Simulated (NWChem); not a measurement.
System: GeH₂BrF; SMILES [F][GeH2][Br]

Input file for NWChem:

```
start job
memory heap 200 mb stack 900 mb global 1100 mb
geometry units angstroms noautoz
  Ge    -0.327747     0.922216     0.000000
  F      1.210953     1.738700     0.000000
  Br     0.082917    -1.363583     0.000000
  H     -1.047284     1.290302     1.312929
  H     -1.047284     1.290302    -1.312929
end
basis spherical
  * library aug-cc-pvdz
end
dft
  xc pbe0
  iterations 150
end
tddft
  cis
  nroots 8
  notriplet
end
task tddft energy
```

The geometry was optimised at B3LYP/6-31G* (spherical d).

Vertical excitations in the gas phase.

Question: What results follow from this input? (PBE0/aug-cc-pVDZ, TDA.) Quantities: lowest excitation, singlet (eV); oscillator strength of that lowest state; lowest state with f > 0.02, singlet (eV); oscillator strength of that bright state; orbital gap (eV).

Answer: 
| Property | Value |
|---|---|
| lowest excitation, singlet (eV) | 6.09 |
| oscillator strength of that lowest state | 0.021 |
| lowest state with f > 0.02, singlet (eV) | 6.09 |
| oscillator strength of that bright state | 0.021 |
| orbital gap (eV) | 7.48 |
